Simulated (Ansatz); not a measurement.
Calculated with Ansatz (gas phase, PBE0-D4/def2-TZVP geometries, no zero-point term in ΔE). CBS: MP2 limit from def2 TZ/QZ plus the TZ coupled-cluster correction, frozen cores. Functionals use def2-TZVPP. B3LYP here is the variant with VWN-RPA as its local correlation; programs differ in this. def2 core potentials past Kr. For Sn outer-core shells are correlated without core-valence functions, which leaves a few kJ/mol of doubt a bond. One conformer a species, not always the lowest.

Consider the redistribution: `[NH2][Sn][Cl]` + `COB(O)O[SiH3]` → `[SiH3][O][Sn][Cl]` + `COB(N)O`.

```tsv
species	B3LYP energy (Eh)
`[NH2][Sn][Cl]`	-730.66811
`COB(O)O[SiH3]`	-582.68323
`[SiH3][O][Sn][Cl]`	-1041.32216
`COB(N)O`	-272.03690
```

Question: Work out ΔE.

Answer: ΔE = (-1041.32216) + (-272.03690) − (-730.66811) − (-582.68323) = -0.00772 Eh = -20.3 kJ/mol. CCSD(T)/CBS gives -21.1 kJ/mol.

Largest T1 diagnostic among the species: 0.016.
